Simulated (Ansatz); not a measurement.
Consider the formal exchange of groups at the Al–S bond: `N=[C](O)[AlH][SH]` + CH₄ → `[CH3][AlH][C](=N)O` + H₂S.

Program: Ansatz. Geometries: PBE0-D4/def2-TZVP. ΔE: electronic, gas phase. CBS: MP2 limit from def2 TZ/QZ plus the TZ coupled-cluster correction, frozen cores. This one scheme is used for every species. Functionals use def2-TZVPP. B3LYP here is the variant with VWN-RPA as its local correlation; programs differ in this. One conformer a species, not always the lowest.

| level | ΔE (kJ/mol) | difference from CCSD(T)/CBS |
| --- | --- | --- |
| PBE-D4 | 116.1 | 1.0 |
| r2SCAN-D4 | 119.1 | 4.0 |
| PBE0-D4 | 116.4 | 1.3 |
| B3LYP-D4 | 116.5 | 1.4 |
| ωB97M-V | 112.1 | -3.0 |
| B2PLYP | 116.8 | 1.7 |
| PBE | 115.3 | 0.2 |
| r2SCAN | 119.0 | 3.9 |
| PBE0 | 115.7 | 0.6 |
| B3LYP | 115.0 | -0.1 |
| SCS-MP2/def2-TZVPP | 117.0 | 1.9 |
| CCSD/def2-TZVPP | 114.1 | -1.0 |
| CCSD(T)/def2-TZVPP | 115.2 | 0.1 |
| MP2/def2-QZVPP | 118.0 | 2.9 |
| SCS-MP2/def2-QZVPP | 116.7 | 1.6 |
| HF/CBS(def2) | 116.9 | 1.8 |
| CCSD(T)/CBS | 115.1 | 0 |

Largest T1 diagnostic among the species: 0.014.
